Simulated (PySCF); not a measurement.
CHO3, SMILES O=C([O-])O, charge -1.

Geometry optimised at PBE0-D3(BJ)/def2-SVPD. One conformer was computed; it need not be the lowest.

Calculation: PBE0-D3(BJ)/def2-SVPD (PySCF).

No scaling factor is applied to the harmonic values.

Computed harmonic wavenumbers and intensities:
| mode | ν (cm⁻¹) | IR (km/mol) | Raman (Å⁴/amu) | depolarisation | moving atoms (share of kinetic energy) |
|---|---|---|---|---|---|
| 1 | 559 | 79.2 | 1.0 | 0.75 | H 91 %, O 8 % |
| 2 | 563 | 12.4 | 0.6 | 0.25 | O 75 %, H 16 %, C 9 % |
| 3 | 651 | 0.4 | 1.5 | 0.39 | O 96 % |
| 4 | 842 | 29.2 | 0.2 | 0.75 | C 79 %, O 21 % |
| 5 | 905 | 222.6 | 8.6 | 0.15 | O 62 %, C 38 % |
| 6 | 1199 | 108.5 | 3.4 | 0.33 | H 76 %, O 23 % |
| 7 | 1354 | 376.5 | 21.0 | 0.19 | O 59 %, C 41 % |
| 8 | 1823 | 809.1 | 6.0 | 0.75 | C 71 %, O 26 % |
| 9 | 3874 | 18.0 | 71.1 | 0.17 | H 94 % |
